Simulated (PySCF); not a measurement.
## Dipole response of Mg⁺ (magnesium, charge +1)

[Ne] 3s1, 2S determinant. Calculation: PySCF 2.14, in aug-cc-pV5Z (8s7p5d4f3g2h, 131 functions); no relativity, point nucleus. Coupled (time-dependent) response in atomic units; α is the mean over directions.

```tsv
method	mean α (bohr³)	C₆ (like pair)	S(−4)
UHF	38.78	179.3	1594
PBE	33.68	145.1	1214
PBE0	35.16	154.6	1322
revPBE	35.21	154.7	1330
```

S(−4) is the Cauchy moment in α(ω) = α(0) + S(−4) ω² + …

α(iu) at PBE0:

| u (hartree) | α(iu) (bohr³) |
| --- | --- |
| 0 | 35.16 |
| 0.0500 | 32.15 |
| 0.100 | 25.60 |
| 0.200 | 14.24 |
| 0.300 | 8.341 |
| 0.500 | 3.795 |
| 0.750 | 2.018 |
| 1.00 | 1.329 |
| 1.50 | 0.7826 |
| 2.00 | 0.5552 |
| 3.00 | 0.3435 |
| 5.00 | 0.1752 |

A single London oscillator, α(iu) = α/(1 + u²/ω²), gives C₆ = (3/4) ω α². Matching the computed C₆ needs ω = 4 × 154.6 / (3 × 35.16²) = 0.167 hartree.

For an ion, C₆ is the dispersion term alone; charge-induced terms of lower order in 1/R come first.
